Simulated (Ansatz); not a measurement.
Consider the formal hydrolysis of the Sn–C bond: `[NH2][SnH2][CH2][SiH3]` + H₂O → `[NH2][SnH2][OH]` + `C[SiH3]`.

Calculated with Ansatz (gas phase, PBE0-D4/def2-TZVP geometries, no zero-point term in ΔE). CCSD(T)/CBS is the MP2 limit (def2-TZVPP, def2-QZVPP) plus CCSD(T) − MP2 in def2-TZVPP, frozen cores. This one scheme is used for every species. Functionals use def2-TZVPP. B3LYP here is the variant with VWN-RPA as its local correlation; programs differ in this. Elements past krypton have def2 core potentials. For Sn outer-core shells are correlated without core-valence functions, which leaves a few kJ/mol of doubt a bond. Each species was taken in one conformer, which may not be the lowest.

`[NH2][SnH2][CH2][SiH3]`:

Cartesian coordinates in Å:
```
N -1.938 0.244 -1.070
Sn 0.004 -0.076 -1.572
C 1.306 -0.164 0.148
Si 0.381 0.008 1.755
H -2.337 -0.485 -0.492
H -2.097 1.125 -0.597
H 0.026 -1.571 -2.398
H 0.443 1.234 -2.575
H 2.049 0.632 0.052
H 1.838 -1.119 0.119
H -0.639 -1.070 1.886
H 1.289 -0.075 2.933
H -0.325 1.318 1.812
```

H₂O:

Z-matrix (Å, degrees):
```
O
H 1 0.960
H 1 0.960 2 105.1
```

`[NH2][SnH2][OH]`:

Cartesian coordinates in Å:
```
N 0.782 1.050 0.790
Sn -0.121 -0.158 -0.538
O -0.335 -1.860 0.424
H 1.462 1.683 0.393
H 0.171 1.570 1.403
H 0.964 -0.394 -1.830
H -1.702 0.329 -0.990
H -1.221 -2.219 0.348
```

`C[SiH3]`:

Z-matrix (Å, degrees):
```
C
Si 1 1.871
H 1 1.092 2 110.8
H 1 1.092 2 110.8 3 -120.0
H 1 1.092 2 110.8 3 120.0
H 2 1.488 1 110.7 3 -179.9
H 2 1.488 1 110.7 3 -59.9
H 2 1.488 1 110.7 3 60.1
```

```csv
level,ΔE (kJ/mol),difference from CCSD(T)/CBS
PBE-D4,-30.1,-3.6
r2SCAN-D4,-36.4,-9.9
PBE0-D4,-26.7,-0.2
B3LYP-D4,-35.3,-8.8
ωB97X-V,-36.2,-9.7
ωB97M-V,-31.7,-5.2
B2PLYP,-40.2,-13.7
PBE,-37.2,-10.7
r2SCAN,-38.5,-12.0
PBE0,-33.3,-6.8
B3LYP,-46.7,-20.2
HF/def2-TZVPP,-50.3,-23.8
MP2/def2-TZVPP,-22.9,3.6
SCS-MP2/def2-TZVPP,-30.5,-4.0
CCSD/def2-TZVPP,-28.2,-1.7
CCSD(T)/def2-TZVPP,-25.7,0.8
HF/def2-QZVPP,-51.6,-25.1
MP2/def2-QZVPP,-23.9,2.6
SCS-MP2/def2-QZVPP,-31.5,-5.0
HF/CBS(def2),-51.8,-25.3
MP2/CBS(def2),-23.7,2.8
CCSD/CBS(def2),-29.0,-2.5
CCSD(T)/CBS,-26.5,0
```

Largest T1 diagnostic among the species: 0.013.

From PBE to PBE0 (25 % exact exchange), in def2-TZVPP and without D4, ΔE moves by +3.9 kJ/mol. The D4 term adds +11.4 kJ/mol with B3LYP and +6.6 kJ/mol with PBE0; it sums over pairs of atoms, weighted by their polarisabilities, and B3LYP, whose exchange is more repulsive, gets the larger term.
